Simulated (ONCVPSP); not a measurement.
# Before and after: ONCV potential for F

| Quantity | Value |
| --- | --- |
| Element | F (Z = 9) |
| Generator | ONCVPSP 4.0.1 |
| Type | optimised norm-conserving Vanderbilt (ONCV) |
| Functional | PBE |
| Relativity | scalar-relativistic |
| Frozen core | [He] |
| Valence charge | 7 |
| Reference configuration | 2s2 2p4 (charge +1) |
| Partial waves | 2s: rc 0.65 bohr, ncon 3, nbas 6, qcut 9.6 1/bohr, 1 projector; 2p: rc 1.30 bohr, ncon 4, nbas 7, qcut 10.8 1/bohr, 2 projectors, debl 2.1 Ha; d scattering state at 0.12 Ha: rc 1.25 bohr, ncon 4, nbas 9, qcut 8.5 1/bohr, 1 projector |
| Local potential | polynomial inside 0.65 bohr (lpopt 5, dvloc0 -1 Ha) |
| Core correction | Teter function, fcfact 4, rcfact 1.7 |

All-electron outer shells of the reference configuration (PBE, scalar-relativistic, ld1.x):

```csv
shell,level (eV),outermost node (bohr),outermost maximum (bohr)
1s,-684.12,–,0.11
2s,-47.39,0.24,0.75
2p,-28.31,–,0.68
```

Change: s: qcut 11.8; p: qcut 13.3; d: qcut 10.5.

Cutoffs: the cutoffs (Ha) at which the residual kinetic energy of the hardest occupied pseudo-wave falls to 1 and 0.1 mHa per electron; they do not see the model core or the augmentation charge, which bear on the density cutoff. Errors are all-electron minus pseudo energies relative to the spin-unpolarised reference configuration.

Task: What does the change do?

Result: The potential gets softer (85 Ha and 203 Ha → 58 Ha and 72 Ha); of the 4 tests that both files solve, the error grows in 0 and shrinks in 4 by more than 15 % and 0.3 meV (median size 245.9 → 168.0 meV); neither file shows a bound ghost.

```csv
quantity,base,changed
"cutoff, loose",85 Ha,58 Ha
"cutoff, tight",203 Ha,72 Ha
loose cutoff by channel,"s 85 Ha, p 42 Ha","s 58 Ha, p 49 Ha"
bound ghosts,none,none
GHOST(+) flags under 300 eV,none,none
"error for 2s2 2p5, meV [ΔE -19.39 eV]",+23,+16
"error for 2s2 2p3, meV [ΔE 38.38 eV]",+67,+45
"error for 2s2 2p2, meV [ΔE 99.02 eV]",+424,+291
"error for 2s2 2p1, meV [ΔE 184.82 eV]",+1399,+974
s: phases at 0.66 bohr within 0.05 rad from the reference energy up to (Ha; the scan ends near 5),to the end of the scan,to the end of the scan
p: phases at 1.32 bohr within 0.05 rad from the reference energy up to (Ha; the scan ends near 5),to the end of the scan,to the end of the scan
d: phases at 1.27 bohr within 0.05 rad from the reference energy up to (Ha; the scan ends near 5),to the end of the scan,to the end of the scan
"rms error of d²Exc/dni dnj with the model core, mHa",1.78,1.48
```
